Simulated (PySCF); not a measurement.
SnHF3, SMILES [SnH]([F])([F])[F]. Geometry optimised at B3LYP-D3(BJ)/def2-SVP. The def2 effective core potentials stand for the cores of Sn; spin–orbit coupling is left out.

Computed equilibrium geometry at B3LYP-D3(BJ)/def2-SVP (PySCF confirms it by a frequency run) as a Z-matrix, and its point group:
point group C3v.
```
Sn
F 1 1.9236
F 1 1.9236 2 105.29
F 1 1.9236 2 105.29 3 110.99
H 1 1.6966 2 113.38 3 -124.50
```
